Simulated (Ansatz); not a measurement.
The cluster Cu5H5⁻, relaxed as a doublet with UKS PBE-D4/def2-SVPD in Ansatz, starting from the PBE-D4/def2-SVP geometry of the neutral singlet. Force threshold 0.02 eV/Å.

The highest occupied level of the relaxed charge -1 doublet lies above zero (up to 0.67 eV). By energy differences its removal costs 0.52 eV (each at its own geometry, to the charge 0 singlet, at PBE0-D4/def2-SVP). The relaxation made no stability test and no search for a lower SCF solution. No other spin state of charge -1 was run. Another isomer (singlet) lies 0.02 eV lower at PBE0-D4/def2-TZVP.

Start:

Cartesian coordinates in Å:
```
Cu -1.667 0.502 1.025
Cu 1.226 0.574 -1.492
Cu -0.213 -1.311 1.517
Cu 1.404 -1.436 -0.230
Cu -0.766 1.680 -0.824
H 0.551 2.028 -1.688
H 0.931 -2.335 1.022
H -1.379 -0.485 2.269
H -2.194 1.562 -0.076
H 2.107 -0.777 -1.523
```

(1) Estimate the energy that the relaxation releases and the steps that it takes.

(2) Does the start keep its bonding?

(3) Predict the relaxed structure.

Answers

(1) 4.4 kcal/mol, in 21 steps; 2.5 min on 4 threads of Arm Neoverse V2 on a shared host. The force fell under the threshold at step 6, but the optimiser went on and released 0.068 eV more. No frequencies were taken in this run, so the end may be a saddle point.

(2) Bonds formed: Cu1–Cu2, Cu2–Cu3 (atoms count from 1).

(3) 
Cartesian coordinates in Å:
```
Cu -1.472 0.585 0.848
Cu 0.720 0.312 -0.967
Cu -0.119 -1.286 1.215
Cu 1.751 -1.634 -0.150
Cu -0.913 2.001 -0.932
H 0.323 1.756 -1.914
H 1.107 -2.453 1.099
H -1.471 -0.657 1.943
H -2.089 2.020 0.191
H 2.163 -0.644 -1.334
```
Bond lengths (bridged metal pairs left out): 2 × Cu–Cu 2.83 to 2.86 Å; 10 × Cu–H 1.60 to 1.77 Å.
